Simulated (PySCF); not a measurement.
ClFGaHO. Atoms are numbered in the order given.

```xyz
5

Ga    -0.0061     0.2873     0.0000
F     -1.5689     1.0632     0.0000
Cl     0.0845    -1.8199     0.0000
O      1.4495     1.2796     0.0000
H      1.2763     2.2288     0.0000
```

Coordinates come from a ωB97X-D3(BJ)/def2-SVP optimisation. The values are those of a single conformer.

Level of theory: PBE0/def2-TZVPD (PySCF).

Symmetry labels are those of the subgroup Cs that the program uses (full group Cs).

Problem. List the valence orbital energies around the gap with their symmetry. (Estimate from the structure and the level; the computed values follow.)

Solution. 
| orbital | symmetry | energy (eV) |
|---|---|---|
| HOMO−7 | A' | -13.34 |
| HOMO−6 | A' | -11.92 |
| HOMO−5 | A" | -11.68 |
| HOMO−4 | A' | -11.22 |
| HOMO−3 | A' | -10.43 |
| HOMO−2 | A" | -10.13 |
| HOMO−1 | A' | -9.72 |
| HOMO | A" | -9.70 |
| LUMO | A' | -1.88 |
| LUMO+1 | A" | -0.75 |
| LUMO+2 | A' | 0.44 |
| LUMO+3 | A' | 0.87 |
